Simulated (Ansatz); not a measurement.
Consider the isomerisation: `CN1C[SiH]1F` → `C[C@@H]1N[Si@@H]1F`.

Isolated molecules relaxed with PBE0-D4/def2-TZVP in Ansatz; ΔE leaves out vibrations. CCSD(T)/CBS is the MP2 limit (def2-TZVPP, def2-QZVPP) plus CCSD(T) − MP2 in def2-TZVPP, frozen cores. Functionals use def2-TZVPP.

`CN1C[SiH]1F`:

```xyz
11

C     1.501   -0.486   -0.134
N     0.105   -0.197   -0.163
C    -0.743    0.175    1.002
Si   -1.299    0.482   -0.710
F    -2.383   -0.411   -1.460
H     1.876   -0.597   -1.153
H     1.705   -1.419    0.404
H     2.073    0.315    0.354
H    -1.115   -0.659    1.600
H    -0.365    0.995    1.622
H    -1.356    1.803   -1.363
```

`C[C@@H]1N[Si@@H]1F`:

Cartesian coordinates in Å:
```
C -0.829 0.334 1.229
C -0.350 0.329 -0.198
N -0.083 -1.036 -0.792
Si 1.315 -0.101 -0.799
F 2.510 -0.556 0.145
H -1.863 -0.021 1.297
H -0.211 -0.314 1.854
H -0.792 1.345 1.642
H -0.927 0.995 -0.845
H -0.692 -1.409 -1.502
H 1.922 0.435 -2.031
```

| level | ΔE (kcal/mol) |
| --- | --- |
| r2SCAN0-D4 | -7.6 |
| ωB97X-V | -7.2 |
| PBE0 | -7.1 |
| HF/def2-TZVPP | -6.3 |

Question: What does CCSD(T)/CBS give? (An estimate is asked.)

Answer: The calculation gave: -8.2 kcal/mol. The listed levels differ from it by 0.6, 1.0, 1.1, 1.9 kcal/mol.

Question: What do rigid-rotor, harmonic-oscillator terms from PBE0-D4/def2-TZVP frequencies (298.15 K, 1 bar) make of the CCSD(T)/CBS value? (Estimate.)

Answer: Computed: ΔZPE = 0.0 kcal/mol, ΔH = -8.4 kcal/mol, ΔS = -12 J/(mol·K), ΔG = -7.5 kcal/mol.

Largest T1 diagnostic among the species: 0.012.

Leaving LDA and LC-ωPBE aside and taking each functional with its dispersion term where it has one, the values, not all of them listed here, spread over 1.3 kcal/mol, from B97M-V to BLYP-D4. In def2-TZVPP, CCSD(T) changes the Hartree–Fock value by −1.5 kcal/mol (the triples alone add −0.2 kcal/mol) and MP2 by −1.5 kcal/mol. At CCSD(T), def2-SVP lies +2.1 kcal/mol from the extrapolated value and def2-TZVPP +0.5 kcal/mol.

CCSD(T)/CBS has its own doubt, a few kJ/mol and more with outer-core shells, so smaller differences from it don't rank the levels.
